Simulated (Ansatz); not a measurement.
Several settings on one geometry of Na₄O₂ (that of the charge 0 singlet, r2SCAN-D4/def2-SVP). Ansatz on 2 threads of Arm Neoverse V1 on a shared host; times are rough.

```tsv
atom	x (Å)	y (Å)	z (Å)
Na1	2.741	-0.810	2.339
Na2	-2.749	0.808	-2.330
Na3	-0.002	-1.240	-0.427
Na4	0.007	1.242	0.422
O5	1.260	-0.368	1.063
O6	-1.257	0.370	-1.067
```

Totals from different functionals, basis sets or treatments of relativity can't be compared as stabilities.

The spins typed aren't always the lowest for that charge.

Q: Give the basis size and estimate the energy, ⟨S²⟩, dipole and time of these runs.

```csv
run,method,charge,state,further keys
1,RKS B97M-V/6-31G,0,singlet,scf: {lower_state_search: off}; forces asked
2,RHF/pcseg-2,0,singlet,forces asked
3,RKS B3LYP5/def2-mTZVPP,0,singlet,scf: {lower_state_search: off}; forces asked
4,UKS BHLYP-D3(BJ)/def2-mTZVP,1,doublet,scf: {lower_state_search: full}
```

A: 
| run | functions | energy (Eh) | ⟨S²⟩ | dipole (D) | wall time |
| --- | --- | --- | --- | --- | --- |
| 1 | 70 | -799.3999 | – | 0.03 | 11 s |
| 2 | 136 | -797.1645 | – | 0.06 | 3.2 s |
| 3 | 104 | -799.5510 | – | 0.04 | 2.5 s |
| 4 | 104 | -799.4494 | 0.84 | – | 63 s |
